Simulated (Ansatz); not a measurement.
**A barrier at the coupled-cluster level**

Start structure (BH$_{4}$O$_{3}$F, singlet), relaxed at PBE0-D4/def2-TZVP:

B1  (-0.469, 0.156, -0.387)
O2  (0.671, 0.785, 0.088)
O3  (-0.752, -1.108, 0.004)
O4  (-1.271, 0.849, -1.240)
H5  (1.507, -0.209, 1.106)
F6  (1.658, -1.015, 1.578)
H7  (0.789, 1.678, -0.243)
H8  (-0.097, -1.476, 0.612)
H9  (-2.036, 0.340, -1.518)
(Å)

The step: BH₃O₃ ([OH][B]([OH])[OH]) + HF → BH₂O₂F ([OH][B]([OH])[F]) + H₂O; bonds formed: B1–F6, O2–H5; bonds broken: B1–O2, H5–F6. Program: Ansatz 0.2.0. Basis: def2-TZVPP and def2-QZVPP. Cores are frozen in the correlated methods. Extrapolation: Hartree–Fock as exp(−7.88 √X), correlation as X^−2.97. Energies below are by CCSD(T) at an estimated basis limit (MP2 extrapolated from triple and quadruple zeta, plus CCSD(T) − MP2 in triple zeta).

Problem. What are the electronic barrier and the energy of the step, from the start structure to the end structure? (An estimate is asked for; the value comes from the calculation.)

Solution. The calculation gives: Barrier 133.6 kJ/mol; step energy 10.7 kJ/mol (uphill); reverse barrier, their difference, 122.8 kJ/mol. Barrier and step energy count from the start structure, the reverse barrier from the end structure.

The saddle point: One imaginary mode of 938i cm⁻¹.
```
 pair  start (Å)  saddle (Å)  end (Å)
B1–F6       3.12        1.73     1.34
O2–H5       1.65        1.17     0.96
B1–O2       1.39        1.53     2.88
H5–F6       0.95        1.19     2.74
```

Zero-point energy (harmonic, PBE0-D4): ZPE is 163.6 kJ/mol at the start and 153.9 kJ/mol at the saddle, so the barrier goes from 133.6 to 123.8 kJ/mol.

No T1 diagnostic of these runs exceeds 0.012.

Steps of this kind, hydrogen fluoride cutting a network bond, underlie vapour etching and the fluorination step of atomic layer etching.

Labels in which every atom is bracketed show which atoms are joined, not bond orders.

For scale, one of the runs: CCSD(T)/def2-TZVPP, 211 basis functions, launched by `ansatz run in.yaml --threads 4 --pin off --events-out ev --progress --plain --max-ram 9574MiB`. Time: 110 s of wall clock on 4 CPU threads of an Arm Neoverse V1; the host was shared. Peak host memory: 3.4 GiB.
